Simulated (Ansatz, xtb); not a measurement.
# A geometry optimisation of BOSn with r2SCAN-D4/def2-SVP

The starting geometry of this gas-phase doublet was built from a drawn formula by distance geometry and a force field; its bonds are those of `[B]1=[Sn][O]1`.

```yaml
atoms:
  - { symbol: B, position_ang: [-1.5729, -0.3380, 3.1433] }
  - { symbol: O, position_ang: [-2.1640, 0.2996, 2.1036] }
  - { symbol: Sn, position_ang: [-0.4141, -0.5531, 1.7021] }
```

Q: Where would you expect an optimisation with r2SCAN-D4/def2-SVP to take it?

A: A bond breaks, giving a structure given below by its coordinates. Distances that change by over a tenth: B1–O2 (1.36 → 1.21 Å), B1–Sn3 (1.86 → 2.30 Å). Contacts that open: O2–Sn3 (1.99 → 3.51 Å).

The energy falls by 3.13 eV over 14 steps:

| step | E − E(last) (eV) |
| --- | --- |
| 1 | 3.131 |
| 2 | 1.519 |
| 4 | 0.847 |
| 5 | 0.740 |
| 7 | 0.457 |
| 8 | 0.314 |
| 10 | 0.003 |
| 11 | 0.002 |
| 13 | 0.000 |
| 14 | 0.000 |

Final geometry (Å):

```xyz
3

B    -1.6952   -0.0604    2.4384
O    -2.7422    0.3992    2.8486
Sn    0.2863   -0.9303    1.6621
```

From the same start GFN2-xTB reaches the same bonding as this run.

The end wasn't checked by frequencies. Open shells are spin-unrestricted. Atoms past krypton carry core potentials, without spin–orbit terms. Run with Ansatz 0.2.0, 3.6 min on 2 threads of Arm Neoverse V1 (shared host).
